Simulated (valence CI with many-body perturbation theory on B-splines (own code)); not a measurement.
# Pt VII: calculated level list

Computed by valence CI with perturbative core correlation (CI+MBPT): four valence electrons over a frozen Dirac-Fock core [Xe] 4f14, a basis of 9 s, 9 p, 10 d, 8 f, 5 g, 3 h, 1 i functions for each j, with the one-electron correlation potential Σ1, the two-electron term Σ2, the three-electron term Σ3, Breit, model QED; selected CI, second order for the rest, scaled by the run's own slope (own B-spline code, finite nucleus).

No measured levels were compared; by estimate terms of the open shell hold to 2 to 4 % of their energy, and close levels can change places; different configurations can be misplaced against each other by 1,000 to 8,000 cm⁻¹. Core correlation moves these levels by up to 16000 cm⁻¹, and in measured spectra 5 to 20 % of such shifts remained as error; rates that hang on mixing are uncertain with them. Only levels of the ground parity were solved; by the run's estimate the other parity begins above the list, which can be wrong where configurations are misplaced.

Levels 1 to 45 of 67, with energies above the lowest level, 5d4 5D_0. "Leading %" is the weight of the configuration and term that name the level; weights of strongly mixed levels are sums over their largest components and can fall short. In the jj column 3d3/2^4 stands for four electrons in 3d with j = 3/2.

| No. | Configuration | Term | J | E (cm⁻¹) | Leading % | g | Leading jj | Second component |
| --- | --- | --- | --- | --- | --- | --- | --- | --- |
| 1 | 5d4 | 5D | 0 | 0.0 | 57 |  | 5d3/2^4 (82 %) | 38 % 5d4 3P |
| 2 | 5d4 | 5D | 1 | 7448 | 81 | 1.499 | 5d3/2^3 5d5/2 (87 %) | 19 % 5d4 3P |
| 3 | 5d4 | 5D | 2 | 13250 | 88 | 1.459 | 5d3/2^2 5d5/2^2 (53 %) | 4 % 5d4 3P |
| 4 | 5d4 | 5D | 3 | 17320 | 79 | 1.424 | 5d3/2^2 5d5/2^2 (47 %) | 11 % 5d4 3F |
| 5 | 5d4 | 5D | 4 | 19112 | 49 | 1.305 | 5d3/2^3 5d5/2 (65 %) | 28 % 5d4 3F |
| 6 | 5d4 | 3P | 0 | 26798 | 43 |  | 5d3/2^2 5d5/2^2 (77 %) | 41 % 5d4 5D |
| 7 | 5d4 | 3H | 4 | 28167 | 52 | 1.039 | 5d3/2^2 5d5/2^2 (62 %) | 28 % 5d4 5D |
| 8 | 5d4 | 3G | 3 | 32681 | 63 | 0.916 | 5d3/2^2 5d5/2^2 (52 %) | 18 % 5d4 3F |
| 9 | 5d4 | 3F | 2 | 33644 | 59 | 0.868 | 5d3/2^2 5d5/2^2 (55 %) | 20 % 5d4 1D |
| 10 | 5d4 | 3H | 5 | 34822 | 74 | 1.075 | 5d3/2^2 5d5/2^2 (98 %) | 25 % 5d4 3G |
| 11 | 5d4 | 3P | 1 | 35751 | 70 | 1.340 | 5d3/2^2 5d5/2^2 (72 %) | 16 % 5d4 3D |
| 12 | 5d4 | 3H | 6 | 37733 | 67 | 1.112 | 5d3/2^2 5d5/2^2 (92 %) | 32 % 5d4 1I |
| 13 | 5d4 | 3G | 4 | 41259 | 65 | 1.029 | 5d3/2^2 5d5/2^2 (81 %) | 19 % 5d4 1G |
| 14 | 5d4 | 3D | 2 | 42274 | 44 | 1.221 | 5d3/2^2 5d5/2^2 (82 %) | 39 % 5d4 3P |
| 15 | 5d4 | 3F | 3 | 43797 | 43 | 1.175 | 5d3/2^2 5d5/2^2 (69 %) | 41 % 5d4 3D |
| 16 | 5d4 | 3F | 4 | 44866 | 45 | 1.166 | 5d3/2 5d5/2^3 (53 %) | 18 % 5d4 1G |
| 17 | 5d4 | 3F | 3 | 48918 | 40 | 1.093 | 5d3/2 5d5/2^3 (79 %) | 26 % 5d4 3G |
| 18 | 5d4 | 1D | 2 | 51151 | 35 | 1.111 | 5d3/2 5d5/2^3 (48 %) | 33 % 5d4 3P |
| 19 | 5d4 | 3G | 5 | 52150 | 74 | 1.158 | 5d3/2 5d5/2^3 (98 %) | 25 % 5d4 3H |
| 20 | 5d4 | 3D | 1 | 53888 | 81 | 0.683 | 5d3/2 5d5/2^3 (79 %) | 13 % 5d4 3P |
| 21 | 5d4 | 1I | 6 | 54116 | 67 | 1.054 | 5d3/2 5d5/2^3 (92 %) | 32 % 5d4 3H |
| 22 | 5d4 | 3F | 4 | 59652 | 45 | 1.103 | 5d3/2^2 5d5/2^2 (62 %) | 41 % 5d4 1G |
| 23 | 5d4 | 3P | 2 | 60609 | 48 | 1.226 | 5d3/2^2 5d5/2^2 (57 %) | 24 % 5d4 3D |
| 24 | 5d4 | 1S | 0 | 61686 | 68 |  | 5d3/2 5d5/2^3 (80 %) | 30 % 5d4 3P |
| 25 | 5d4 | 1F | 3 | 63793 | 56 | 1.071 | 5d3/2 5d5/2^3 (84 %) | 24 % 5d4 3D |
| 26 | 5d4 | 3P | 2 | 66982 | 53 | 1.160 | 5d3/2^2 5d5/2^2 (54 %) | 34 % 5d4 3F |
| 27 | 5d4 | 3F | 4 | 73573 | 51 | 1.136 | 5d5/2^4 (64 %) | 36 % 5d4 1G |
| 28 | 5d4 | 3F | 3 | 75339 | 75 | 1.069 | 5d3/2 5d5/2^3 (96 %) | 21 % 5d4 1F |
| 29 | 5d4 | 3F | 2 | 75440 | 41 | 0.954 | 5d5/2^4 (48 %) | 34 % 5d4 1D |
| 30 | 5d4 | 3P | 1 | 75921 | 96 | 1.478 | 5d3/2 5d5/2^3 (92 %) |  |
| 31 | 5d4 | 3P | 0 | 79727 | 76 |  | 5d3/2^2 5d5/2^2 (50 %) | 21 % 5d4 1S |
| 32 | 5d4 | 1G | 4 | 79814 | 67 | 1.070 | 5d3/2 5d5/2^3 (83 %) | 26 % 5d4 3F |
| 33 | 5d4 | 1D | 2 | 96044 | 87 | 1.000 | 5d3/2 5d5/2^3 (42 %) | 5 % 5d4 3D |
| 34 | 5d4 | 1S | 0 | 120160 | 88 |  | 5d5/2^4 (44 %) | 10 % 5d4 3P |
| 35 | 5d3 6s | 5F | 1 | 146740 | 83 | 0.095 | 5d3/2^3 6s (71 %) | 14 % 5d3 6s 3D |
| 36 | 5d3 6s | 5F | 2 | 150290 | 75 | 1.017 | 5d3/2^3 6s (57 %) | 12 % 5d3 6s 3D |
| 37 | 5d3 6s | 5F | 3 | 157570 | 89 | 1.241 | 5d3/2^2 5d5/2 6s (83 %) | 4 % 5d3 6s 3D |
| 38 | 5d3 6s | 5F | 4 | 163620 | 82 | 1.302 | 5d3/2^2 5d5/2 6s (55 %) | 12 % 5d3 6s 3G |
| 39 | 5d3 6s | 3F | 2 | 164330 | 30 | 1.164 | 5d3/2^2 5d5/2 6s (56 %) | 21 % 5d3 6s 5P |
| 40 | 5d3 6s | 5F | 5 | 167870 | 59 | 1.303 | 5d3/2^2 5d5/2 6s (61 %) | 30 % 5d3 6s 3G |
| 41 | 5d3 6s | 5P | 1 | 168050 | 68 | 2.114 | 5d3/2^2 5d5/2 6s (88 %) | 24 % 5d3 6s 3P |
| 42 | 5d3 6s | 3F | 2 | 169220 | 47 | 1.217 | 5d3/2^2 5d5/2 6s (96 %) | 37 % 5d3 6s 5P |
| 43 | 5d3 6s | 3F | 3 | 172910 | 47 | 0.941 | 5d3/2^2 5d5/2 6s (87 %) | 45 % 5d3 6s 3G |
| 44 | 5d3 6s | 3H | 4 | 174980 | 44 | 0.972 | 5d3/2^2 5d5/2 6s (90 %) | 20 % 5d3 6s 3G |
| 45 | 5d3 6s | 1P | 1 | 176510 | 29 | 1.093 | 5d3/2^2 5d5/2 6s (67 %) | 27 % 5d3 6s 3P |

Names give the largest LS component (configuration and term), which can be under half, so a name can repeat, a term be missing and a line seem to break the LS rules; names also repeat where a configuration has a term twice.

The ionisation energy to 5d3 4F_3/2 of the next ion comes out as 92.688 eV (NIST: 91 ± 2 eV (theoretical)). All 67 levels together are meant to be complete up to 208670 cm⁻¹.
